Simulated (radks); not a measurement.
Species: the holmium ion Ho54+. Configuration: [Ne] 3s2 3p1. All-electron calculation, scalar-relativistic Kohn-Sham, PBEsol, spin-polarised, spherical densities, finite nucleus; open shells are filled with parallel spins first (spin-orbit coupling, left out, can overturn this in heavy ions); Fermi nuclear charge, rms radius 5.2022 fm. Program: a radial shooting solver on a logarithmic mesh with Libxc functionals.

Unscreened Slater integrals over Kohn-Sham orbitals (eV). They are taken over the spin-up orbitals. Empty in this configuration: 3d.

| integral | value |
|---|---|
| F0(3p,3p) | 120.22 |
| F2(3p,3p) | 60.126 |
| F0(3p,3s) | 118.36 |
| G1(3p,3s) | 76.319 |
| F0(3p,2p) | 158.76 |
| F2(3p,2p) | 41.451 |
| G0(3p,2p) | 16.575 |
| G2(3p,2p) | 18.409 |
| F0(3p,2s) | 154.20 |
| G1(3p,2s) | 13.141 |
| F0(3p,3d) | 126.43 |
| F2(3p,3d) | 60.512 |
| G1(3p,3d) | 62.476 |
| G3(3p,3d) | 42.514 |
| F0(3s,3s) | 116.91 |
| F0(3s,2p) | 152.83 |
| G1(3s,2p) | 16.189 |
| F0(3s,2s) | 149.78 |
| G0(3s,2s) | 13.018 |
| F0(3s,3d) | 124.42 |
| G2(3s,3d) | 47.463 |
| F0(2p,2p) | 322.85 |
| F2(2p,2p) | 153.14 |
| F0(2p,2s) | 298.51 |
| G1(2p,2s) | 170.16 |
| F0(2p,3d) | 172.52 |
| F2(2p,3d) | 54.378 |
| G1(2p,3d) | 52.090 |
| G3(2p,3d) | 30.101 |
| F0(2s,2s) | 283.22 |
| F0(2s,3d) | 170.41 |
| G2(2s,3d) | 47.386 |
| F0(3d,3d) | 137.39 |
| F2(3d,3d) | 71.635 |
| F4(3d,3d) | 46.499 |

Derived for the open shells (J is the average intra-shell exchange parameter used in DFT+U). 3p: J = F2/5 = 12.03 eV.
